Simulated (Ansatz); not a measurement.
`[CH3][Ge]([SiH3])([Cl])[Cl]`, relaxed with RKS PBE0-D4/def2-TZVP in Ansatz 0.2.0 from a PBE-D4/def2-SVP geometry. The force threshold is 0.005 eV/Å; the program also tests the step.

The species carries charge 0 and has multiplicity 1.

Start:

```xyz
11

C     0.713   -1.729   -0.290
Ge    0.251   -0.068    0.632
Si   -0.956    1.661   -0.505
Cl   -0.928   -0.606    2.401
Cl    2.120    0.829    1.346
H    -0.212   -2.237   -0.623
H     1.265   -2.386    0.408
H     1.352   -1.500   -1.165
H    -0.160    2.121   -1.694
H    -1.162    2.796    0.454
H    -2.282    1.119   -0.963
```

Question: By how much does the energy fall, and how many steps does the optimiser take? (An estimate is asked.)

Answer: Computed: 0.94 kcal/mol, in 4 steps.

Question: Which bonds change most? (Estimate.)

Answer: The calculation gave: Ge2–Cl5 from 2.192 to 2.164 Å; Ge2–Cl4 from 2.192 to 2.164 Å; Si3–H11 from 1.504 to 1.485 Å; Si3–H9 from 1.504 to 1.485 Å.

Question: Give the relaxed structure. (Estimate.)

Answer: The calculation gave: 
```xyz
11

C     0.708   -1.714   -0.287
Ge    0.246   -0.066    0.623
Si   -0.955    1.656   -0.506
Cl   -0.902   -0.605    2.376
Cl    2.093    0.806    1.340
H    -0.201   -2.219   -0.615
H     1.250   -2.357    0.406
H     1.339   -1.494   -1.149
H    -0.163    2.104   -1.679
H    -1.154    2.774    0.447
H    -2.262    1.114   -0.955
```
